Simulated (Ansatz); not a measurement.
Cost and result up the ladder for SiHMe2(OEt) (C₄H₁₂OSi) (18 atoms). Total charge 0; singlet. Geometry: PBE-D4/def2-SVP.

```xyz
18

C     0.013    1.581    1.630
C    -2.231   -0.536    1.227
C     1.261   -0.262   -1.128
C     1.237   -0.666   -2.593
O    -0.050   -0.358   -0.592
Si   -0.400   -0.166    1.051
H     0.425   -1.156    1.845
H    -0.234    1.708    2.705
H    -0.564    2.333    1.054
H     1.092    1.809    1.508
H    -2.467   -1.554    0.856
H    -2.834    0.191    0.645
H    -2.546   -0.474    2.289
H     1.651    0.781   -1.029
H     1.967   -0.918   -0.562
H     2.249   -0.591   -3.040
H     0.880   -1.710   -2.702
H     0.551   -0.010   -3.165
```

Ansatz on 4 threads of Arm Neoverse V2 on a shared host. Times are rough, and most runs start from the orbitals of an earlier one. ωB97M-V/def2-TZVP serves as the yardstick here, not as an exact answer. Differences are given only for rows in sets of like size (and for xTB, whose basis is part of the method), since another set adds its own error. Binding counts from free atoms at the same level (C triplet, O triplet, Si triplet, H doublet; other spins of the atoms weren't run), without zero-point energy or a counterpoise term.

Correlated methods freeze 10 core orbitals. The rows differ in basis, and correlated rows in double-zeta sets carry the largest basis error. Another isomer (singlet) lies 0.34 eV lower at PBE0-D4/def2-TZVP; other spin states weren't run for this one.

Correlated methods converge slowly with the basis, most of all in double-zeta sets.

```
                         level  functions  wall time
                     HF/STO-3G         46     0.15 s
               PBE-D4/def2-SVP        148      1.4 s
         LDA (SPW92)/def2-TZVP        264      1.6 s
              PBE0-D4/def2-SVP        148      1.9 s
             BLYP-D4/def2-TZVP        264      2.8 s
PBE-D4/def2-TZVP (with forces)        264      3.1 s
                 MP2/def2-TZVP        264      3.9 s
             PBE0-D4/def2-TZVP        264      4.8 s
           r2SCAN-D4/def2-TZVP        264      5.5 s
             ωB97M-V/def2-TZVP        264       12 s
              CCSD(T)/def2-SVP        148       27 s
```

Q: Estimate what each level gives for the binding energy per atom (eV).

A: 
```csv
level,binding energy per atom (eV),difference from ωB97M-V/def2-TZVP (eV)
HF/STO-3G,3.71,–
PBE-D4/def2-SVP,4.04,–
LDA (SPW92)/def2-TZVP,4.48,0.50
PBE0-D4/def2-SVP,4.00,–
BLYP-D4/def2-TZVP,3.95,-0.03
PBE-D4/def2-TZVP (with forces),4.02,0.04
MP2/def2-TZVP,3.87,-0.11
PBE0-D4/def2-TZVP,3.98,0.00
r2SCAN-D4/def2-TZVP,3.98,0.00
ωB97M-V/def2-TZVP,3.98,0.00
CCSD(T)/def2-SVP,3.79,–
```
